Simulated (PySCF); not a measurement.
Molfile (atoms numbered from 1):
```
C5H5F3Si
     RDKit          3D

 14 13  0  0  0  0  0  0  0  0999 V2000
   -2.8655   -1.4406    0.5768 C   0  0  0  0  0  0  0  0  0  0  0  0
   -2.3243   -0.3987    0.3165 C   0  0  0  0  0  0  0  0  0  0  0  0
   -1.5143    1.2167   -0.0685 Si  0  0  0  0  0  4  0  0  0  0  0  0
    0.3552    0.9291   -0.0969 C   0  0  0  0  0  0  0  0  0  0  0  0
    0.9249   -0.2612   -0.0091 C   0  0  0  0  0  0  0  0  0  0  0  0
    2.4055   -0.4774   -0.0405 C   0  0  0  0  0  0  0  0  0  0  0  0
    2.8383   -1.1605    1.0369 F   0  0  0  0  0  0  0  0  0  0  0  0
    2.7878   -1.1993   -1.1132 F   0  0  0  0  0  0  0  0  0  0  0  0
    3.1171    0.6584   -0.0801 F   0  0  0  0  0  0  0  0  0  0  0  0
   -3.3358   -2.3544    0.8041 H   0  0  0  0  0  0  0  0  0  0  0  0
   -1.9311    1.6841   -1.3945 H   0  0  0  0  0  0  0  0  0  0  0  0
   -1.8164    2.1841    0.9908 H   0  0  0  0  0  0  0  0  0  0  0  0
    0.9960    1.7962   -0.1947 H   0  0  0  0  0  0  0  0  0  0  0  0
    0.3617   -1.1770    0.0904 H   0  0  0  0  0  0  0  0  0  0  0  0
  1  2  3  0
  2  3  1  0
  3  4  1  0
  4  5  2  0
  5  6  1  0
  6  7  1  0
  6  8  1  0
  6  9  1  0
  1 10  1  0
  3 11  1  0
  3 12  1  0
  4 13  1  0
  5 14  1  0
M  END
```

- geometry from GFN2-xTB
- PBE0/pcSseg-1 with gauge-including orbitals
- run in PySCF
- rapidly exchanging positions averaged, single conformer, relativity neglected, isolated molecule

Predict the 2D correlation tables (HSQC, COSY, HMBC).

Results:



HSQC (one-bond C–H):
```csv
δH,δC
6.83 (H13),138.6 (C4)
6.68 (H14),145.0 (C5)
2.11 (H10),107.9 (C1)
```

COSY cross peaks (H two or three bonds apart, from the bond graph; peaks can be absent where the dihedral angle is near 90°):
```csv
δH,δH
6.83 (H13),6.68 (H14)
6.83 (H13),4.84 (H11/H12)
```

HMBC (two and three bonds, from the bond graph):
```csv
δH,δC
6.83 (H13),"145.0 (C5), 131.6 (C6), 82.7 (C2)"
6.68 (H14),"138.6 (C4), 131.6 (C6)"
4.84 (H11/H12),"145.0 (C5), 138.6 (C4), 107.9 (C1), 82.7 (C2)"
2.11 (H10),82.7 (C2)
```

Chemical shifts δ = σref − σ; ¹H and ¹³C against TMS, all at this level.

Shifts are as computed. Against solution values, carbons near 30 ppm lie about +3 ppm off and those near 130 ppm about +5 ppm. Of 1211 compounds with measured shifts, 218 miss one by over three times the rms of a fit or turn the order of signals round; such compounds aren't used in these exercises.
